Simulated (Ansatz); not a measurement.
CBP (C₃₆H₂₄N₂). The state is a singlet with charge 0. Geometry PBE-D4/def2-SVP; atoms count from 1.

```xyz
62

C     1.261   -2.320    7.997
C     1.242   -2.814    6.673
C     0.960   -1.978    5.584
C     0.690   -0.625    5.853
C     0.724   -0.106    7.182
C     1.008   -0.968    8.257
C     0.447    1.313    7.085
C     0.329    2.346    8.033
C     0.019    3.640    7.595
C    -0.183    3.905    6.222
C    -0.070    2.895    5.257
C     0.258    1.603    5.699
N     0.407    0.420    4.964
C     0.292    0.301    3.559
C    -0.558   -0.670    2.993
C    -0.661   -0.789    1.604
C     0.060    0.062    0.735
C    -0.060   -0.062   -0.735
C     0.028    1.072   -1.576
C    -0.094    0.961   -2.964
C    -0.292   -0.301   -3.559
N    -0.407   -0.420   -4.964
C    -1.440   -1.076   -5.647
C    -2.586   -1.709   -5.139
C    -3.483   -2.269   -6.059
C    -3.253   -2.196   -7.451
C    -2.118   -1.548   -7.953
C    -1.201   -0.977   -7.052
C     0.030   -0.231   -7.216
C     0.781    0.169   -8.337
C     1.973    0.877   -8.140
C     2.425    1.177   -6.836
C     1.696    0.792   -5.702
C     0.492    0.098   -5.905
C    -0.374   -1.443   -2.737
C    -0.268   -1.319   -1.349
C     0.902    1.036    1.321
C     1.026    1.152    2.709
H     1.483   -3.006    8.828
H     1.456   -3.877    6.489
H     0.961   -2.368    4.557
H     1.037   -0.580    9.287
H     0.472    2.136    9.103
H    -0.075    4.457    8.324
H    -0.439    4.926    5.900
H    -0.243    3.108    4.192
H    -1.157   -1.314    3.652
H    -1.354   -1.532    1.182
H     0.152    2.069   -1.129
H    -0.063    1.858   -3.598
H    -2.781   -1.758   -4.058
H    -4.388   -2.771   -5.686
H    -3.976   -2.649   -8.145
H    -1.945   -1.479   -9.038
H     0.436   -0.078   -9.352
H     2.569    1.198   -9.008
H     3.371    1.723   -6.703
H     2.063    1.018   -4.691
H    -0.495   -2.433   -3.199
H    -0.304   -2.226   -0.728
H     1.506    1.689    0.675
H     1.715    1.889    3.145
```

Single mean-field runs in def2-SVP are fitted with def2-universal-jkfit.

(1) Estimate the Mulliken populations of the heavy atoms from the PBE0/def2-SVP orbitals of Ansatz.

(2) And the Mayer bond orders between heavy atoms (over 0.3, the first 40 of 45)?

## Answers

(1) 
```
atom  charge (e)
  C1       -0.02
  C2       -0.03
  C3       -0.07
  C4        0.16
  C5        0.00
  C6       -0.04
  C7        0.00
  C8       -0.04
  C9       -0.02
 C10       -0.03
 C11       -0.07
 C12        0.16
 N13       -0.31
 C14        0.12
 C15       -0.02
 C16       -0.05
 C17        0.04
 C18        0.04
 C19       -0.05
 C20       -0.02
 C21        0.12
 N22       -0.31
 C23        0.16
 C24       -0.07
 C25       -0.03
 C26       -0.02
 C27       -0.04
 C28        0.00
 C29        0.00
 C30       -0.04
 C31       -0.02
 C32       -0.03
 C33       -0.07
 C34        0.16
 C35       -0.02
 C36       -0.05
 C37       -0.05
 C38       -0.02
```
Mulliken values depend strongly on the basis.

(2) C1–C2 1.35 (1.41 Å); C1–C6 1.42 (1.40 Å); C2–C3 1.40 (1.40 Å); C3–C4 1.34 (1.40 Å); C4–C5 1.28 (1.43 Å); C4–N13 1.06 (1.40 Å); C5–C6 1.36 (1.41 Å); C5–C7 1.14 (1.45 Å); C7–C8 1.36 (1.41 Å); C7–C12 1.28 (1.43 Å); C8–C9 1.42 (1.40 Å); C9–C10 1.35 (1.41 Å); C10–C11 1.40 (1.40 Å); C11–C12 1.34 (1.40 Å); C12–N13 1.06 (1.40 Å); N13–C14 0.94 (1.41 Å); C14–C15 1.38 (1.41 Å); C14–C38 1.38 (1.41 Å); C15–C16 1.39 (1.40 Å); C16–C17 1.36 (1.41 Å); C17–C18 1.02 (1.48 Å); C17–C37 1.36 (1.41 Å); C18–C19 1.36 (1.41 Å); C18–C36 1.36 (1.41 Å); C19–C20 1.39 (1.40 Å); C20–C21 1.38 (1.41 Å); C21–N22 0.94 (1.41 Å); C21–C35 1.38 (1.41 Å); N22–C23 1.06 (1.40 Å); N22–C34 1.06 (1.40 Å); C23–C24 1.34 (1.40 Å); C23–C28 1.28 (1.43 Å); C24–C25 1.40 (1.40 Å); C25–C26 1.35 (1.41 Å); C26–C27 1.42 (1.40 Å); C27–C28 1.36 (1.41 Å); C28–C29 1.14 (1.45 Å); C29–C30 1.36 (1.41 Å); C29–C34 1.28 (1.43 Å); C30–C31 1.42 (1.40 Å).
